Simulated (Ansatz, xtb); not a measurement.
# Relative energy of two isomers of C5H8FNS

We compare I, `[H]/N=C1\C[C@@H](F)C[C@@H]1S`, a singlet, with II, `C[C@]1(CF)CC(=S)N1`, a singlet. Both are isolated molecules in the gas phase, relaxed with r2SCAN-D4/def2-SVP; each stands in its lowest conformer found.

I (Å):

```yaml
atoms:
  - { symbol: C, position_ang: [0.0066, 0.0852, -0.6994] }
  - { symbol: C, position_ang: [-0.8020, -1.2061, -0.7432] }
  - { symbol: C, position_ang: [-0.4597, -1.9313, 0.5548] }
  - { symbol: C, position_ang: [-0.0758, -0.8174, 1.5235] }
  - { symbol: C, position_ang: [0.7339, 0.1354, 0.6383] }
  - { symbol: F, position_ang: [0.6628, -2.7298, 0.3332] }
  - { symbol: N, position_ang: [0.0908, 1.0162, -1.5567] }
  - { symbol: S, position_ang: [0.9433, 1.8176, 1.3010] }
  - { symbol: H, position_ang: [-0.4518, 0.7985, -2.4001] }
  - { symbol: H, position_ang: [-1.8767, -0.9548, -0.7776] }
  - { symbol: H, position_ang: [-0.5752, -1.8241, -1.6263] }
  - { symbol: H, position_ang: [-1.2635, -2.5889, 0.9254] }
  - { symbol: H, position_ang: [-0.9857, -0.3086, 1.8865] }
  - { symbol: H, position_ang: [0.4781, -1.2032, 2.3916] }
  - { symbol: H, position_ang: [1.7288, -0.3170, 0.4652] }
  - { symbol: H, position_ang: [0.9297, 2.3699, 0.0603] }
```

II (Å):

```yaml
atoms:
  - { symbol: C, position_ang: [-0.7149, 0.8585, 1.1260] }
  - { symbol: C, position_ang: [-0.3073, 0.1521, -0.1556] }
  - { symbol: C, position_ang: [0.9226, -0.7155, 0.0364] }
  - { symbol: C, position_ang: [-0.2658, 1.0132, -1.4554] }
  - { symbol: C, position_ang: [-1.4036, 0.1212, -1.9667] }
  - { symbol: F, position_ang: [0.6580, -1.6740, 0.9993] }
  - { symbol: N, position_ang: [-1.4069, -0.5840, -0.8073] }
  - { symbol: S, position_ang: [-2.2786, 0.0158, -3.3391] }
  - { symbol: H, position_ang: [-0.9049, 0.1217, 1.9213] }
  - { symbol: H, position_ang: [0.0888, 1.5292, 1.4689] }
  - { symbol: H, position_ang: [-1.6269, 1.4530, 0.9678] }
  - { symbol: H, position_ang: [1.1829, -1.2290, -0.9056] }
  - { symbol: H, position_ang: [1.7810, -0.1047, 0.3704] }
  - { symbol: H, position_ang: [-0.5456, 2.0685, -1.3219] }
  - { symbol: H, position_ang: [0.6572, 0.9477, -2.0524] }
  - { symbol: H, position_ang: [-1.9637, -1.3877, -0.5220] }
```

Quicker runs give these differences E(II) − E(I): GFN2-xTB +1.5 kJ/mol; HF/STO-3G +78.1 kJ/mol (at GFN2-xTB geometries); r2SCAN-D4/def2-SVP//GFN2-xTB +13.1 kJ/mol.

Problem. Estimate E(II) − E(I) at the level CCSD(T)/def2-SVP + ΔMP2/def2-TZVPP.

Solution. Calculated at CCSD(T)/def2-SVP + ΔMP2/def2-TZVPP: E(II) − E(I) = +38.1 kJ/mol, so structure I lies lower.

Level by level:

| level | geometry | E(II) − E(I) (kJ/mol) | departure from the last row (kJ/mol) | job, with rough time for the two |
| --- | --- | --- | --- | --- |
| GFN2-xTB | GFN2-xTB | +1.5 | −36.6 | optimisation, 0.23 s |
| HF/STO-3G | GFN2-xTB | +78.1 | +40.1 | single point, 0.48 s |
| r2SCAN-D4/def2-SVP//GFN2-xTB | GFN2-xTB | +13.1 | −25.0 | single point, 4.7 s |
| r2SCAN-D4/def2-SVP | r2SCAN-D4/def2-SVP | +15.9 | −22.1 | optimisation, 54 s |
| HF/def2-SVP | r2SCAN-D4/def2-SVP | +28.3 | −9.7 | part of the CCSD(T) run |
| MP2/def2-SVP | r2SCAN-D4/def2-SVP | +27.0 | −11.1 | part of the CCSD(T) run |
| CCSD(T)/def2-SVP | r2SCAN-D4/def2-SVP | +33.3 | −4.8 | single point |
| CCSD(T)/def2-SVP + ΔMP2/def2-TZVPP | r2SCAN-D4/def2-SVP | +38.1 |  | single point, 2.3 min |

As drawn, II has 1 C=S, 2 C–N, 1 C–H in place of 1 C=N, 1 C–C, 1 C–S, 1 S–H. Structure I has a 5-membered ring, II a 4-membered ring.

GFN2-xTB finds them nearly level. The largest departure from CCSD(T)/def2-SVP + ΔMP2/def2-TZVPP is that of HF/STO-3G, 40.1 kJ/mol. The last row adds to CCSD(T) the change of the MP2 difference between the two basis sets, here +4.8 kJ/mol.

With thermal terms from frequencies at re-optimised GFN2-xTB minima (ideal gas, soft modes damped towards free rotors, one conformer each, 298.15 K, 1 atm): on the last row, ΔE + ΔZPE = +43.5, ΔH = +44.7, ΔG = +42.5 kJ/mol.

The correlated steps freeze 12 core orbitals. Run with Ansatz 0.2.0, xtb 6.7.1; the last row on 4 threads of Arm Neoverse V1 on a shared host.
